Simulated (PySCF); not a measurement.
Relaxation of doublet InSe2

Computed with UPBE0/[In def2-SVP with ECP28, Se def2-SVP], scalar-relativistic core potentials, density fitting, no spin–orbit coupling, PySCF. A (50,194) grid was used.

A hand-made end-on start, of Cs symmetry, held to at least that symmetry:

```xyz
3
charge 0 multiplicity 2, angstrom
In   -0.5922    0.0000   -1.8863
Se   -0.5922    0.0000    0.7711
Se    1.4436    0.0000    1.9411
```

Optimiser trace:
| step | E − E(last) (kJ/mol) | largest gradient (Eh/bohr) |
| --- | --- | --- |
| 0 | 81.77 | 0.01979 |
| 1 | 72.29 | 0.00986 |
| 2 | 57.90 | 0.00855 |
| 3 | 36.28 | 0.01910 |
| 4 | 24.31 | 0.03767 |
| 5 | 9.13 | 0.02740 |
| 6 | 2.32 | 0.00856 |
| 7 | 1.89 | 0.00918 |
| 8 | 1.11 | 0.00939 |
| 9 | 0.29 | 0.00226 |
| 10 | 0.14 | 0.00225 |
| 11 | 0.03 | 0.00119 |
| 12 | 0.00 | 0.00024 |
| 13 | 0.00 | 0.00002 |

It ends at C2v with In–Se 2.839 Å (×2), Se–Se 2.277 Å; In–Se–Se 66.4° (×2), Se–In–Se 47.3° (after a last refinement on a finer grid). A frequency run shows a minimum. Other isomers or separated fragments may lie lower.

With an element this heavy the missing spin–orbit coupling can shift these numbers.
